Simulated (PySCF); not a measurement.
## How well do the runs reproduce experiment for trimethylsilane?

**What was measured.**

From NIST CCCBDB Release 22 (SRD 101), experimental dipoles, for the gas: dipole moment (microwave Stark effect) 0.525 D.

The runs below try to reproduce these values; the comparison stands at the end.

Species: trimethylsilane, C3H10Si.
Numbering: `[CH3:1][SiH:2]([CH3:3])[CH3:4]` (hydrogens: H5, H6, H7 on C1; H8 on Si2; H9, H10, H11 on C3; H12, H13, H14 on C4)

Structure used (PBE0-D3(BJ)/def2-SVP), in Å, numbered top down from 1:
```
atom  x, y, z in Å
C1     0.1117    1.7152   -0.4839
Si2   -0.0880    0.1071    0.4735
C3    -1.5445   -0.8745   -0.2039
C4     1.4904   -0.9126    0.3611
H5    -0.7953    2.3359   -0.4156
H6     0.3022    1.5119   -1.5501
H7     0.9555    2.3080   -0.0975
H8    -0.3524    0.4321    1.9153
H9    -1.7006   -1.8028    0.3676
H10   -1.3707   -1.1512   -1.2564
H11   -2.4765   -0.2897   -0.1581
H12    1.7106   -1.1737   -0.6866
H13    2.3536   -0.3562    0.7588
H14    1.4024   -1.8504    0.9315
```

Runs made with PySCF (gas phase, on this PBE0-D3(BJ)/def2-SVP geometry; no spin–orbit coupling):

```tsv
level	job	basis functions
BP86/pcSseg-2	shieldings	291
OPBE/pcSseg-2	shieldings	291
BHandHLYP/pcSseg-2	shieldings	291
LC-wPBE/pcSseg-2	shieldings	291
PBE0/6-311+G(2d,p)	shieldings, charges and field gradients	176
PBE0/STO-3G	shieldings, charges and field gradients	34
PBE0/cc-pVDZ	shieldings, charges and field gradients	110
CAM-B3LYP/def2-SVPD	10 singlets by full TDDFT, 4 Tamm–Dancoff triplets, polarisability, ΔSCF ions	164
B3LYP/def2-SVPD	10 singlets by full TDDFT, 4 Tamm–Dancoff triplets, polarisability, ΔSCF ions	164
HF/def2-SVPD	10 singlets by TDHF, 4 Tamm–Dancoff triplets, polarisability, ΔSCF ions	164
LDA/def2-SVPD	10 singlets by full TDDFT, 4 Tamm–Dancoff triplets, polarisability, ΔSCF ions	164
PBE/def2-SVPD	10 singlets by full TDDFT, 4 Tamm–Dancoff triplets, polarisability, ΔSCF ions	164
```

All basis functions are spherical.

**Comparison with experiment**

**Dipole moment.** Measured: 0.525 D (NIST CCCBDB Release 22 (SRD 101), experimental dipoles).

| level | computed (D) | computed − measured (D) | % (from the printed values) |
| --- | --- | --- | --- |
| BP86/pcSseg-2 | 0.583 | +0.058 | +11 |
| OPBE/pcSseg-2 | 0.600 | +0.075 | +14 |
| BHandHLYP/pcSseg-2 | 0.526 | +0.001 | 0 |
| LC-wPBE/pcSseg-2 | 0.563 | +0.038 | +7 |
| PBE0/6-311+G(2d,p) | 0.582 | +0.057 | +11 |
| PBE0/STO-3G | 0.156 | -0.369 | -70 |
| PBE0/cc-pVDZ | 0.620 | +0.095 | +18 |
| CAM-B3LYP/def2-SVPD | 0.542 | +0.017 | +3 |
| B3LYP/def2-SVPD | 0.546 | +0.021 | +4 |
| HF/def2-SVPD | 0.533 | +0.008 | +2 |
| LDA/def2-SVPD | 0.592 | +0.067 | +13 |
| PBE/def2-SVPD | 0.582 | +0.057 | +11 |

12 of the 38 levels run are shown, the closest and the furthest among them. Closest is BHandHLYP/pcSseg-2 (+0.001 D), furthest PBE0/STO-3G (-0.369 D); one molecule doesn't rank methods. The computed dipoles belong to one fixed geometry; measured ones are averaged over vibrations unless marked μe. Magnitudes are compared, not signs.

The geometry is computed, not the measured one. Where a level misses, the cause wasn't examined.
